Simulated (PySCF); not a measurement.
State search for ZnGe

Unrestricted PBE0; Zn pcseg-1, Ge pcseg-1; no relativity (PySCF 2.14). Outer shells of the fragments: Zn 3d10 4s2; Ge 3d10 4s2 4p2.

Followed along the bond (rough minima from three points):

```
2Ms+1  unpaired  ⟨S²⟩ at the start  R at minimum (Å)  Te (eV)
    3      π ↑↑               2.02              2.48     0.00
    1      π ↑↓               1.01              2.47     0.30
    3  σ ↑, π ↑               2.01              2.81     0.59
    1  σ ↓, π ↑               1.01              2.72     0.78
    1      none               0.00              2.44     1.13
```

Solutions found at the starting distance of 2.350 Å, counted from the lowest of them; the search is not exhaustive and high or unbound solutions are not listed, so other states can lie among these:

| 2Ms+1 | unpaired | term | E (eV) | ⟨S²⟩ | ⟨Lz²⟩ | μ (D) |
| --- | --- | --- | --- | --- | --- | --- |
| 3 | π ↑↑ | ³Σ⁻ | 0.00 | 2.02 | 0.00 | -2.93 |
| 1 | π ↑↓ | mixed | 0.30 | 1.01 | 2.01 | -2.94 |
| 3 | σ ↑, π ↑ | ³Π | 0.87 | 2.01 | 1.00 | -0.14 |
| 1 | σ ↓, π ↑ | mixed | 1.00 | 1.01 | 1.00 | -0.30 |
| 1 | none | mixed | 1.13 | 0.00 | 2.00 | -2.89 |
| 3 | σ ↑↑, π ↑↓ | mixed | 2.63 | 3.01 | 2.01 | -2.52 |
| 1 | σ ↓↓, π ↑↑ | mixed | 2.76 | 2.01 | 0.00 | -2.75 |
| 3 | σ ↑, π ↑ | ³Π | 3.44 | 2.01 | 1.01 | -4.85 |
| 1 | σ ↓, π ↑ | mixed | 3.67 | 1.02 | 1.01 | -4.78 |

A term symbol is given only where ⟨S²⟩ and ⟨Lz²⟩ are close to those of a pure state; real π, δ and φ orbitals otherwise mix terms. A positive dipole means Zn(−)Ge(+).

Spin–orbit coupling is left out. Counting both spins, an empty level lies below a filled one in some of these solutions, because spin and occupation are held.
